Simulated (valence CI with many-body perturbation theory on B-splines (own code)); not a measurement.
**Ge²⁵⁺: calculated level list**

Computed by relativistic CI+MBPT: five valence electrons over a frozen Dirac-Fock core [He], radial functions for each j: 11 s, 11 p, 10 d, 8 f, 5 g, 2 h, with the one-electron correlation potential Σ1, the two-electron term Σ2, the three-electron term Σ3, Breit, model QED; selected CI, second order for the rest, scaled by the run's own slope (own B-spline code, finite nucleus).

No measured spectrum was set against this ion. As an estimate, levels of excited configurations hold to 0.05 to 0.15 % of their energy, terms of the ground configuration to about 0.5 %. Among the levels kept, up to 5600 cm⁻¹ of a level comes from second order outside the variational space, and about a tenth of that is noise between levels of different J, which matters for small intervals.

Levels 136 to 180 of 209, with energies above the lowest level, 2s2 2p3 4S°_3/2. "Leading %" is the weight of the configuration and term that name the level; weights of strongly mixed levels are sums over their largest components and can fall short, so below about 35 % the name and the second component can differ from the true leading terms, or belong to a minority configuration. In the jj column 3d3/2^4 stands for four electrons in 3d with j = 3/2.

| No. | Configuration | Term | J | E (eV) | Leading % | Leading jj | Second component | g |
| --- | --- | --- | --- | --- | --- | --- | --- | --- |
| 136 | 2s 2p3 3d | 4D° | 1/2 | 1673.4 | 80 | 2s 2p1/2^2 2p3/2 3d3/2 (61 %) | 13 % 2s 2p3 3d 2P° | 0.238 |
| 137 | 2s 2p3 3d | 4F° | 7/2 | 1674.3 | 68 | 2s 2p1/2 2p3/2^2 3d5/2 (46 %) | 23 % 2s 2p3 3d 4D° | 1.290 |
| 138 | 2s 2p3 3d | 4G° | 9/2 | 1675.5 | 62 | 2s 2p1/2 2p3/2^2 3d5/2 (61 %) | 20 % 2s 2p3 3d 4F° | 1.227 |
| 139 | 2s 2p3 3d | 4D° | 3/2 | 1675.7 | 61 | 2s 2p1/2 2p3/2^2 3d3/2 (46 %) | 12 % 2s 2p3 3d 2P° | 1.288 |
| 140 | 2s 2p3 3d | 4P° | 1/2 | 1677.5 | 43 | 2s 2p1/2 2p3/2^2 3d3/2 (51 %) | 36 % 2s 2p3 3d 2S° | 2.148 |
| 141 | 2s 2p3 3d | 4P° | 5/2 | 1678.2 | 38 | 2s 2p1/2^2 2p3/2 3d5/2 (41 %) | 31 % 2s 2p3 3d 4D° | 1.387 |
| 142 | 2s 2p3 3p | 4P | 5/2 | 1679.3 | 32 | 2s 2p1/2 2p3/2^2 3p3/2 (49 %) | 26 % 2s 2p3 3p 2D | 1.263 |
| 143 | 2s 2p3 3d | 2G° | 7/2 | 1681.0 | 59 | 2s 2p1/2 2p3/2^2 3d3/2 (40 %) | 14 % 2s 2p3 3d 2F° | 1.025 |
| 144 | 2s 2p3 3p | 2D | 3/2 | 1681.2 | 43 | 2s 2p1/2 2p3/2^2 3p3/2 (47 %) | 30 % 2s 2p3 3p 2P | 1.117 |
| 145 | 2s 2p3 3d | 4P° | 3/2 | 1681.5 | 41 | 2s 2p1/2^2 2p3/2 3d5/2 (57 %) | 18 % 2s 2p3 3d 4S° | 1.556 |
| 146 | 2s 2p3 3p | 4P | 3/2 | 1682.0 | 52 | 2s 2p1/2 2p3/2^2 3p1/2 (64 %) | 15 % 2s 2p3 3p 2P | 1.442 |
| 147 | 2s 2p3 3d | 4F° | 9/2 | 1682.5 | 93 | 2s 2p1/2 2p3/2^2 3d5/2 (69 %) | 6 % 2s 2p3 3d 4G° | 1.317 |
| 148 | 2s 2p3 3p | 2P | 1/2 | 1682.5 | 50 | 2s 2p1/2 2p3/2^2 3p3/2 (74 %) | 31 % 2s 2p3 3p 2S | 1.315 |
| 149 | 2s 2p3 3p | 4P | 1/2 | 1683.1 | 64 | 2s 2p1/2 2p3/2^2 3p1/2 (63 %) | 13 % 2s 2p3 3p 2P | 2.087 |
| 150 | 2s 2p3 3d | 4G° | 11/2 | 1684.4 | 100 | 2s 2p1/2 2p3/2^2 3d5/2 (100 %) |  | 1.269 |
| 151 | 2s 2p3 3d | 2D° | 5/2 | 1686.5 | 33 | 2s 2p1/2 2p3/2^2 3d5/2 (55 %) | 23 % 2s 2p3 3d 2F° | 1.154 |
| 152 | 2s 2p3 3d | 4D° | 7/2 | 1687.1 | 73 | 2s 2p1/2 2p3/2^2 3d3/2 (54 %) | 16 % 2s 2p3 3d 4F° | 1.347 |
| 153 | 2s 2p3 3p | 4P | 5/2 | 1687.9 | 58 | 2s 2p1/2 2p3/2^2 3p3/2 (74 %) | 21 % 2s 2p3 3p 2D | 1.443 |
| 154 | 2s 2p3 3s | 2P° | 3/2 | 1688.2 | 63 | 2s 2p3/2^3 3s (78 %) | 22 % 2s 2p3 3s 4S° | 1.465 |
| 155 | 2s 2p3 3d | 4P° | 1/2 | 1688.3 | 34 | 2s 2p1/2 2p3/2^2 3d5/2 (64 %) | 31 % 2s 2p3 3d 2P° | 1.666 |
| 156 | 2s 2p3 3d | 2G° | 9/2 | 1688.5 | 79 | 2s 2p1/2 2p3/2^2 3d3/2 (64 %) | 14 % 2s 2p3 3d 4G° | 1.133 |
| 157 | 2s 2p3 3s | 2P° | 1/2 | 1688.8 | 59 | 2s 2p3/2^3 3s (73 %) | 26 % 2s 2p3 3s 2S° | 1.096 |
| 158 | 2s 2p3 3d | 4D° | 5/2 | 1689.6 | 52 | 2s 2p1/2 2p3/2^2 3d3/2 (84 %) | 35 % 2s 2p3 3d 4P° | 1.430 |
| 159 | 2s 2p3 3d | 2P° | 3/2 | 1690.1 | 33 | 2s 2p1/2 2p3/2^2 3d5/2 (61 %) | 16 % 2s 2p3 3d 4P° | 1.320 |
| 160 | 2s 2p3 3d | 4P° | 3/2 | 1692.4 | 39 | 2s 2p1/2 2p3/2^2 3d3/2 (85 %) | 34 % 2s 2p3 3d 4S° | 1.646 |
| 161 | 2s 2p3 3d | 2P° | 1/2 | 1693.9 | 48 | 2s 2p1/2 2p3/2^2 3d5/2 (83 %) | 18 % 2s 2p3 3d 2S° | 1.169 |
| 162 | 2s 2p3 3p | 2P | 3/2 | 1694.0 | 48 | 2s 2p1/2 2p3/2^2 3p3/2 (54 %) | 21 % 2s 2p3 3p 4P | 1.400 |
| 163 | 2s 2p3 3p | 2P | 1/2 | 1694.2 | 49 | 2s 2p1/2 2p3/2^2 3p3/2 (52 %) | 19 % 2s 2p3 3p 2S | 1.498 |
| 164 | 2s 2p3 3d | 2D° | 3/2 | 1698.8 | 40 | 2s 2p1/2 2p3/2^2 3d5/2 (86 %) | 28 % 2s 2p3 3d 2P° | 1.197 |
| 165 | 2s 2p3 3d | 2F° | 7/2 | 1700.3 | 75 | 2s 2p1/2 2p3/2^2 3d5/2 (56 %) | 6 % 2s 2p3 3d 2G° | 1.147 |
| 166 | 2s 2p3 3p | 2F | 5/2 | 1700.7 | 56 | 2s 2p3/2^3 3p1/2 (50 %) | 36 % 2s 2p3 3p 2D | 1.016 |
| 167 | 2s 2p3 3d | 2D° | 5/2 | 1701.0 | 45 | 2s 2p1/2 2p3/2^2 3d5/2 (74 %) | 34 % 2s 2p3 3d 2F° | 1.101 |
| 168 | 2s 2p3 3p | 2D | 3/2 | 1703.7 | 46 | 2s 2p3/2^3 3p1/2 (41 %) | 25 % 2s 2p3 3p 2P | 1.122 |
| 169 | 2s 2p3 3d | 4F° | 3/2 | 1703.8 | 72 | 2s 2p1/2 2p3/2^2 3d3/2 (91 %) | 16 % 2s 2p3 3d 2D° | 0.552 |
| 170 | 2s 2p3 3p | 2F | 7/2 | 1704.2 | 73 | 2s 2p3/2^3 3p3/2 (54 %) | 23 % 2s 2p3 3p 4D | 1.213 |
| 171 | 2s 2p3 3d | 4F° | 5/2 | 1705.3 | 54 | 2s 2p1/2 2p3/2^2 3d5/2 (54 %) | 18 % 2s 2p3 3d 4D° | 1.101 |
| 172 | 2s 2p3 3d | 4F° | 7/2 | 1707.2 | 46 | 2s 2p1/2 2p3/2^2 3d5/2 (65 %) | 23 % 2s 2p3 3d 4D° | 1.203 |
| 173 | 2s 2p3 3p | 2D | 5/2 | 1708.7 | 72 | 2s 2p3/2^3 3p3/2 (41 %) | 18 % 2s 2p3 3p 4P | 1.278 |
| 174 | 2s 2p3 3p | 2P | 3/2 | 1708.9 | 47 | 2s 2p1/2 2p3/2^2 3p3/2 (50 %) | 40 % 2s 2p3 3p 2D | 1.121 |
| 175 | 2s 2p3 3d | 4D° | 1/2 | 1709.2 | 63 | 2s 2p1/2 2p3/2^2 3d3/2 (81 %) | 18 % 2s 2p3 3d 2P° | 0.538 |
| 176 | 2s 2p3 3d | 4P° | 5/2 | 1709.7 | 38 | 2s 2p1/2 2p3/2^2 3d5/2 (59 %) | 22 % 2s 2p3 3d 4D° | 1.312 |
| 177 | 2s 2p3 3d | 4D° | 3/2 | 1711.0 | 45 | 2s 2p1/2 2p3/2^2 3d5/2 (43 %) | 18 % 2s 2p3 3d 4P° | 1.355 |
| 178 | 2s 2p3 3d | 4F° | 9/2 | 1712.7 | 45 | 2s 2p1/2 2p3/2^2 3d5/2 (50 %) | 35 % 2s 2p3 3d 2G° | 1.236 |
| 179 | 2s 2p3 3d | 2D° | 3/2 | 1712.8 | 62 | 2s 2p1/2 2p3/2^2 3d3/2 (36 %) | 18 % 2s 2p3 3d 4F° | 0.758 |
| 180 | 2s 2p3 3d | 2F° | 5/2 | 1714.0 | 39 | 2s 2p1/2 2p3/2^2 3d5/2 (57 %) | 21 % 2s 2p3 3d 2D° | 1.152 |

Names give the largest LS component (configuration and term), which can be under half, so a name can repeat, a term be missing and a line seem to break the LS rules; names also repeat where a configuration has a term twice.

Where two levels of one J and parity lie close, their mixing, g and order are uncertain.
